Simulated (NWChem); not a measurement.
System: BH, singlet; SMILES [BH]

NWChem printed, in part:

```
             Northwest Computational Chemistry Package (NWChem) 7.3.0
             --------------------------------------------------------

 ORDER OF PRIMARY AXIS IS BEING SET TO 4
 C4V symmetry detected

                             Geometry "geometry" -> ""
                             -------------------------

 Output coordinates in angstroms (scale by  1.889725989 to convert to a.u.)

  No.       Tag          Charge          X              Y              Z
 ---- ---------------- ---------- -------------- -------------- --------------
    1 B                    5.0000     0.00000000     0.00000000     0.20870883
    2 H                    1.0000     0.00000000     0.00000000    -1.04354417

 Effective nuclear repulsion energy (a.u.)       2.1129007038

      Symmetry information
      --------------------

 Group name             C4v
 Group number             18
 Group order               8
 No. of unique centers     2

                                Z-matrix (autoz)
                                --------

 Units are Angstrom for bonds and degrees for angles

      Type          Name      I     J     K     L     M      Value
      ----------- --------  ----- ----- ----- ----- ----- ----------
    1 Stretch                  1     2                       1.25225

                           NWChem Geometry Optimization
                           ----------------------------

 maximum gradient threshold         (gmax) =   0.000450
 rms gradient threshold             (grms) =   0.000300
 maximum cartesian step threshold   (xmax) =   0.001800
 rms cartesian step threshold       (xrms) =   0.001200
 fixed trust radius                (trust) =   0.300000
 source of zmatrix                         =   autoz

          -------------------
          Energy Minimization
          -------------------

 Using diagonal initial Hessian
 Scaling for Hessian diagonals: bonds = 1.00  angles = 0.25  torsions = 0.10

          --------
          Step   0

                                 NWChem DFT Module
                                 -----------------

 Summary of "ao basis" -> "ao basis" (spherical)
 ------------------------------------------------------------------------------
       Tag                 Description            Shells   Functions and Types
 ---------------- ------------------------------  ------  ---------------------
 B                          def2-svp                 6       14   3s2p1d
 H                          def2-svp                 3        5   2s1p

      Symmetry analysis of basis
      --------------------------

        a1          9
        a2          0
        b1          1
        b2          1
        e           8

            General Information
            -------------------
          SCF calculation type: DFT
          Wavefunction type:  closed shell.
          No. of atoms     :     2
          No. of electrons :     6
           Alpha electrons :     3
            Beta electrons :     3
          Charge           :     0
          Spin multiplicity:     1
          Use of symmetry is: on ; symmetry adaption is: on
          Maximum number of iterations: 150
          AO basis - number of functions:    19
                     number of shells:     9
          Convergence on energy requested:  1.00D-06
          Convergence on density requested:  1.00D-05
          Convergence on gradient requested:  5.00D-04

              XC Information
              --------------
                        Slater Exchange Functional  1.000 local
                      VWN V Correlation Functional  1.000 local

             Grid Information
             ----------------
          Grid used for XC integration:  medium
          Radial quadrature: Mura-Knowles
          Angular quadrature: Lebedev.
          Tag              B.-S. Rad. Rad. Pts. Rad. Cut. Ang. Pts.
          ---              ---------- --------- --------- ---------
          B                   0.85       49           7.0       434
          H                   0.35       45           7.0       434
          Grid pruning is: on
          Number of quadrature shells:    94
          Spatial weights used:  Erf1

      Superposition of Atomic Density Guess
      -------------------------------------

 Sum of atomic energies:         -25.00327368

      Non-variational initial energy
      ------------------------------

 Total energy =     -24.924248
 1-e energy   =     -36.901722
 2-e energy   =       9.864573
 HOMO         =      -0.190969
 LUMO         =      -0.009636

      Symmetry analysis of molecular orbitals - initial
      -------------------------------------------------

 !! scf_movecs_sym_adapt:    2 vectors were symmetry contaminated

  Symmetry fudging

 !! scf_movecs_sym_adapt:    2 vectors were symmetry contaminated

  Numbering of irreducible representations:

     1 a1          2 a2          3 b1          4 b2          5 e

  Orbital symmetries:

     1 a1          2 a1          3 a1          4 e           5 e
     6 a1          7 a1          8 a1          9 e          10 e
    11 a1         12 e          13 e

   convergence    iter        energy       DeltaE   RMS-Dens  Diis-err
 ---------------- ----- ----------------- --------- --------- ---------
 d= 0,ls=0.0,diis     1    -24.9282979680 -2.70D+01  2.90D-02  8.74D-02
 d= 0,ls=0.0,diis     2    -24.9376369025 -9.34D-03  2.31D-02  2.69D-02
 d= 0,ls=0.0,diis     3    -24.9439624730 -6.33D-03  6.06D-03  1.91D-03
 d= 0,ls=0.0,diis     4    -24.9444367557 -4.74D-04  5.83D-04  1.35D-05
 d= 0,ls=0.0,diis     5    -24.9444403292 -3.57D-06  2.65D-05  6.61D-08
 d= 0,ls=0.0,diis     6    -24.9444403466 -1.74D-08  4.89D-06  1.26D-09

         Total DFT energy =      -24.944440346596
      One electron energy =      -37.097642445867
           Coulomb energy =       13.989503082416
    Exchange-Corr. energy =       -3.949201686915
 Nuclear repulsion energy =        2.112900703770

 Numeric. integr. density =        6.000000054645

                  Occupations of the irreducible representations
                  ----------------------------------------------

                     irrep           alpha         beta
                     --------     --------     --------
                     a1                3.0          3.0
                     a2                0.0          0.0
                     b1                0.0          0.0
                     b2                0.0          0.0
                     e                 0.0          0.0

                       DFT Final Molecular Orbital Analysis
                       ------------------------------------

 Vector    1  Occ=2.000000D+00  E=-6.526876D+00  Symmetry=a1
              MO Center=  1.8D-21,  4.0D-21,  2.1D-01, r^2= 4.2D-02
   Bfn.  Coefficient  Atom+Function         Bfn.  Coefficient  Atom+Function
  ----- ------------  ---------------      ----- ------------  ---------------
     1      0.987275  1 B  s                  2     -0.050094  1 B  s

 Vector    2  Occ=2.000000D+00  E=-4.308042D-01  Symmetry=a1
              MO Center= -8.9D-18, -9.8D-17, -4.9D-01, r^2= 9.8D-01
   Bfn.  Coefficient  Atom+Function         Bfn.  Coefficient  Atom+Function
  ----- ------------  ---------------      ----- ------------  ---------------
     2      0.498510  1 B  s                 15      0.332497  2 H  s
     1      0.228338  1 B  s                  6      0.218407  1 B  pz
     3      0.183914  1 B  s                 16      0.117303  2 H  s
     9     -0.045760  1 B  pz

 Vector    3  Occ=2.000000D+00  E=-1.985335D-01  Symmetry=a1
              MO Center=  1.6D-15, -1.1D-15,  4.5D-01, r^2= 1.6D+00
   Bfn.  Coefficient  Atom+Function         Bfn.  Coefficient  Atom+Function
  ----- ------------  ---------------      ----- ------------  ---------------
     3      0.512792  1 B  s                  6     -0.429445  1 B  pz
     2      0.399978  1 B  s                 16     -0.318946  2 H  s
    15     -0.242880  2 H  s                  1      0.171605  1 B  s
     9      0.147919  1 B  pz                12     -0.038751  1 B  d  0

 Vector    4  Occ=0.000000D+00  E=-1.340334D-01  Symmetry=e
              MO Center= -8.9D-16, -5.8D-16,  1.8D-01, r^2= 1.7D+00
   Bfn.  Coefficient  Atom+Function         Bfn.  Coefficient  Atom+Function
  ----- ------------  ---------------      ----- ------------  ---------------
     4      0.548835  1 B  px                 7     -0.428684  1 B  px
     5      0.317676  1 B  py                 8     -0.248130  1 B  py

 Vector    5  Occ=0.000000D+00  E=-1.340334D-01  Symmetry=e
              MO Center= -7.2D-16,  9.7D-16,  1.8D-01, r^2= 1.7D+00
   Bfn.  Coefficient  Atom+Function         Bfn.  Coefficient  Atom+Function
  ----- ------------  ---------------      ----- ------------  ---------------
     5      0.548835  1 B  py                 8     -0.428684  1 B  py
     4     -0.317676  1 B  px                 7      0.248130  1 B  px

 Vector    6  Occ=0.000000D+00  E= 1.035279D-01  Symmetry=a1
              MO Center= -7.4D-17, -3.4D-17, -6.2D-01, r^2= 3.0D+00
   Bfn.  Coefficient  Atom+Function         Bfn.  Coefficient  Atom+Function
  ----- ------------  ---------------      ----- ------------  ---------------
    16      2.319241  2 H  s                  9      1.245436  1 B  pz
     3     -1.150582  1 B  s                  2     -0.619289  1 B  s
     6     -0.495537  1 B  pz                15      0.148732  2 H  s
     1     -0.135851  1 B  s

     Multipole analysis of the density
     ---------------------------------

     L   x y z        total         alpha         beta         nuclear
     -   - - -        -----         -----         ----         -------
     0   0 0 0     -0.000000     -3.000000     -3.000000      6.000000

     1   1 0 0     -0.000000     -0.000000     -0.000000      0.000000
     1   0 1 0     -0.000000     -0.000000     -0.000000      0.000000
     1   0 0 1     -0.628335     -0.314168     -0.314168      0.000000

     2   2 0 0     -5.061647     -2.530823     -2.530823      0.000000
     2   1 1 0     -0.000000     -0.000000     -0.000000      0.000000
     2   1 0 1     -0.000000     -0.000000     -0.000000      0.000000
     2   0 2 0     -5.061647     -2.530823     -2.530823      0.000000
     2   0 1 1     -0.000000     -0.000000     -0.000000      0.000000
     2   0 0 2     -7.638414     -6.152507     -6.152507      4.666600

[...]

      ----------------------
      Optimization converged
      ----------------------

  Step       Energy      Delta E   Gmax     Grms     Xrms     Xmax
  ---- ---------------- -------- -------- -------- -------- --------
@    2     -24.94456565 -1.0D-07  0.00001  0.00001  0.00029  0.00051
                                     ok       ok       ok       ok

                                Z-matrix (autoz)
                                --------

 Units are Angstrom for bonds and degrees for angles

      Type          Name      I     J     K     L     M      Value     Gradient
      ----------- --------  ----- ----- ----- ----- ----- ---------- ----------
    1 Stretch                  1     2                       1.27178   -0.00001

                         Geometry "geometry" -> "geometry"
                         ---------------------------------

 Output coordinates in angstroms (scale by  1.889725989 to convert to a.u.)

  No.       Tag          Charge          X              Y              Z
 ---- ---------------- ---------- -------------- -------------- --------------
    1 B                    5.0000     0.00000000     0.00000000     0.21847073
    2 H                    1.0000     0.00000000     0.00000000    -1.05330606

 Effective nuclear repulsion energy (a.u.)       2.0804643355

      Symmetry information
      --------------------

 Group name             C4v
 Group number             18
 Group order               8
 No. of unique centers     2

                Final and change from initial internal coordinates
                --------------------------------------------------

                                Z-matrix (autoz)
                                --------

 Units are Angstrom for bonds and degrees for angles

      Type          Name      I     J     K     L     M      Value       Change
      ----------- --------  ----- ----- ----- ----- ----- ---------- ----------
    1 Stretch                  1     2                       1.27178    0.01952

[second-derivative integrals and response iterations left out]

  Vibrational analysis via the FX method

  See chapter 2 in "Molecular Vibrations" by Wilson, Decius and Cross

  Vib: Default input used

 ---------------------------- Atom information ----------------------------
     atom    #        X              Y              Z            mass
 --------------------------------------------------------------------------
    B        1  0.0000000D+00  0.0000000D+00  4.1284981D-01  1.1009310D+01
    H        2  0.0000000D+00  0.0000000D+00 -1.9904598D+00  1.0078250D+00
 --------------------------------------------------------------------------

[unprojected Hessian and modes left out]

        Vibrational analysis via the FX method
  --- with translations and rotations projected out ---
  --- via the Eckart algorithm                      ---
 Dependent rotation vector no.                    3
  found in ECKART; assuming linear geometry
 Projected Nuclear Hessian trans-rot subspace norm:1.9259D-34
                         (should be close to zero!)

[projected Hessian left out]

 Rotational Constants
 --------------------
 A=   0.000000 cm-1  (  0.000000 K)
 B=  11.288442 cm-1  ( 16.241187 K)
 C=  11.288442 cm-1  ( 16.241187 K)

 Temperature                      =   298.15K
 frequency scaling parameter      =   1.0000

 Linear Molecule

 Zero-Point correction to Energy  =    3.221 kcal/mol  (  0.005132 au)
 Thermal correction to Energy     =    4.701 kcal/mol  (  0.007492 au)
 Thermal correction to Enthalpy   =    5.294 kcal/mol  (  0.008436 au)

 Total Entropy                    =   41.154 cal/mol-K
   - Translational                =   33.387 cal/mol-K (mol. weight =  12.0171)
   - Rotational                   =    7.767 cal/mol-K (symmetry #  =        1)
   - Vibrational                  =    0.000 cal/mol-K

 Cv (constant volume heat capacity) =    4.970 cal/mol-K
   - Translational                  =    2.979 cal/mol-K
   - Rotational                     =    1.986 cal/mol-K
   - Vibrational                    =    0.004 cal/mol-K

[normal modes left out]

 ----------------------------------------------------------------------------
 Normal Eigenvalue ||           Projected Infra Red Intensities
  Mode   [cm**-1]  || [atomic units] [(debye/angs)**2] [(KM/mol)] [arbitrary]
 ------ ---------- || -------------- ----------------- ---------- -----------
    1       -0.000 ||    0.000000           0.000         0.000       0.000
    2       -0.000 ||    0.015356           0.354        14.970       1.731
    3       -0.000 ||    0.015356           0.354        14.970       1.731
    4        0.000 ||    0.053562           1.236        52.215       6.037
    5        0.000 ||    0.053562           1.236        52.215       6.037
    6     2253.942 ||    0.394515           9.102       384.593      44.465
 ----------------------------------------------------------------------------
```

Level: LDA (Slater exchange, VWN5)/def2-SVP. Low-valent species are run as closed-shell singlets; no triplet was tried in these runs.

Q: Write an input that gives this output.

A: This is not unique; one that fits is the input that was run:
```
start job
memory heap 200 mb stack 900 mb global 1100 mb
geometry units angstroms
  B      0.000000     0.000000     0.237857
  H      0.000000     0.000000    -1.014396
end
basis spherical
  B library def2-svp
  H library def2-svp
end
dft
  xc slater vwn_5
  iterations 150
end
driver
  maxiter 120
end
task dft optimize
task dft freq
```
